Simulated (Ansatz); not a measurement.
`COC([SiH3])=S` + `B[CH2][SnH3]` → `[SiH3]B[CH2][SnH3]` + `COC=S`  (formal exchange of groups at the Si–C bond)

Program: Ansatz. Geometries: PBE0-D4/def2-TZVP. ΔE: electronic, gas phase. CCSD(T)/CBS adds triple-zeta CCSD(T) − MP2 to the extrapolated MP2 energy (def2 sets, frozen cores). DFT in def2-TZVPP. B3LYP here is the variant with VWN-RPA as its local correlation; programs differ in this. HSE06 is defined as in plane-wave codes. Elements past krypton have def2 core potentials. For Sn outer-core shells are correlated without core-valence functions, which leaves a few kJ/mol of doubt a bond. Each species was taken in one conformer, which may not be the lowest.

```
             level  ΔE (kcal/mol)  difference from CCSD(T)/CBS
       LDA (SPW92)           -1.9                         -0.9
            PBE-D4           -2.3                         -1.3
         revPBE-D4           -1.9                         -0.9
         r2SCAN-D4           -1.3                         -0.3
            B97M-V           -2.7                         -1.7
           PBE0-D4           -2.4                         -1.4
          B3LYP-D4           -0.8                          0.2
        r2SCANh-D4           -1.4                         -0.4
        r2SCAN0-D4           -1.5                         -0.5
          HSE06-D4           -2.4                         -1.4
          BHLYP-D4           -0.8                          0.2
      CAM-B3LYP-D4           -0.9                          0.1
           ωB97M-V           -0.4                          0.6
          PBE-QIDH           -1.5                         -0.5
               PBE           -2.5                         -1.5
            revPBE           -2.9                         -1.9
              BLYP           -1.2                         -0.2
            r2SCAN           -1.3                         -0.3
              PBE0           -2.5                         -1.5
             B3LYP           -1.2                         -0.2
           r2SCANh           -1.4                         -0.4
           r2SCAN0           -1.6                         -0.6
             HSE06           -2.5                         -1.5
             BHLYP           -1.0                          0.0
         CAM-B3LYP           -1.0                          0.0
           LC-ωPBE           -2.3                         -1.3
       HF/def2-SVP           -1.6                         -0.6
      MP2/def2-SVP           -1.1                         -0.1
     CCSD/def2-SVP           -2.6                         -1.6
  CCSD(T)/def2-SVP           -2.3                         -1.3
     HF/def2-TZVPP           -1.1                         -0.1
    MP2/def2-TZVPP           -0.1                          0.9
SCS-MP2/def2-TZVPP           -0.2                          0.8
CCSD(T)/def2-TZVPP           -1.4                         -0.4
     HF/def2-QZVPP           -1.0                          0.0
    MP2/def2-QZVPP            0.2                          1.2
SCS-MP2/def2-QZVPP            0.1                          1.1
      HF/CBS(def2)           -1.0                          0.0
     MP2/CBS(def2)            0.3                          1.3
    CCSD/CBS(def2)           -1.4                         -0.4
       CCSD(T)/CBS           -1.0                            0
```

Largest T1 diagnostic among the species: 0.017.

At CCSD(T), def2-SVP lies −1.2 kcal/mol from the extrapolated value and def2-TZVPP −0.4 kcal/mol. Leaving LDA and LC-ωPBE aside and taking each functional with its dispersion term where it has one, the values spread over 2.2 kcal/mol, from B97M-V to ωB97M-V.
